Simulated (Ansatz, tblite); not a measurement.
Cost and result up the ladder for W5O21H12 (38 atoms). Total charge 0; singlet. Geometry: PBE-D4/def2-SVP.

Cartesian coordinates in Å:
```
W 0.119 1.033 0.185
W 1.325 -2.021 1.827
W -2.445 -1.382 -1.107
W 3.097 2.969 1.369
W -2.084 1.598 -2.450
O -0.531 -2.431 1.699
O 1.920 -3.759 1.399
O -3.632 -1.895 -2.524
O -1.118 -2.481 -1.440
O 0.689 -0.232 1.510
O 3.233 1.289 1.896
O 2.158 4.115 2.580
O 2.986 -1.198 1.713
O 1.342 -2.179 3.699
O 1.310 -2.054 -0.463
O -3.517 0.470 -1.125
O -3.836 2.301 -2.880
O -1.634 -0.139 -2.726
O -1.406 -0.295 0.057
O -3.442 -2.273 0.221
O 2.900 3.077 -0.509
O 4.679 3.619 1.557
O 0.682 2.420 1.113
O -1.291 2.397 -3.755
O 1.355 0.716 -1.016
O -1.124 2.120 -0.943
H -1.173 -1.721 1.456
H 2.144 -4.055 0.496
H -3.424 -1.762 -3.467
H 0.418 -2.298 -0.887
H 2.686 4.776 3.067
H 3.172 -0.166 1.752
H 2.134 -1.936 4.219
H 1.572 -1.198 -0.889
H -4.424 0.473 -1.491
H -3.840 2.959 -3.603
H -3.410 -3.221 0.446
H 2.408 2.366 -0.988
```

Ansatz on 2 threads of AMD EPYC 7R13 on a shared host and a share (18 GiB) of an NVIDIA H100 80GB HBM3; xTB runs through tblite on one thread. Times are rough, summed over both states, and most runs start from the orbitals of an earlier one. PBE0-D4/def2-TZVP serves as the yardstick here, not as an exact answer. The other state is a triplet.

In the def2 sets W takes a core potential; there is no spin–orbit coupling. The xTB rows come from tblite. Single mean-field runs in def2-TZVP are fitted with def2-universal-jkfit. HOMO above LUMO, or a gap near zero within one spin, warns that the state may not be the lowest or that an electron is smeared out.

xTB has no spin-polarisation term.

```csv
level,functions,wall time,vertical triplet (eV),difference from PBE0-D4/def2-TZVP (eV),remarks
GFN1-xTB,153,0.39 s,5.21,1.29,–
GFN2-xTB,141,0.77 s,4.03,0.10,–
PBE-D4/def2-TZVP,923,37 s,3.42,-0.51,gap within one spin near zero (triplet)
PBE0-D4/def2-TZVP (with forces),923,49 s,3.93,0.00,–
```
